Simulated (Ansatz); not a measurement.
Cartesian coordinates in Å:
```
C -1.766 -0.649 -0.063
Ge 0.147 -0.486 0.312
C 1.106 0.132 -1.277
P 0.402 0.951 2.126
H -2.300 -1.007 0.818
H -2.178 0.319 -0.351
H -1.930 -1.354 -0.881
H 0.707 -1.856 0.755
H 0.967 -0.572 -2.101
H 0.730 1.109 -1.585
H 2.173 0.221 -1.069
H 1.808 1.075 1.961
H 0.133 2.116 1.356
```

Total charge 0; spin multiplicity 1.

(1) List the CAM-B3LYP/def2-TZVPP orbital energies in eV (Ansatz). (Best estimate.)

## Answers

(1) Ansatz gave: Occupied: -10851.79, -2098.44, -1356.03, -1206.99, -1206.97, -1206.96, -278.52, -278.51, -179.74, -170.84, -129.72, -129.70, -129.62, -121.16, -121.12, -121.10, -34.73, -34.72, -34.70, -34.64, -34.64, -21.63, -20.81, -19.30, -15.47, -13.24, -13.12, -12.78, -12.72, -12.06, -10.51, -10.17, -9.70, -8.40. Lowest empty: 1.42, 1.80, 1.82, 2.23, 2.39, 3.10, 3.63, 3.75.
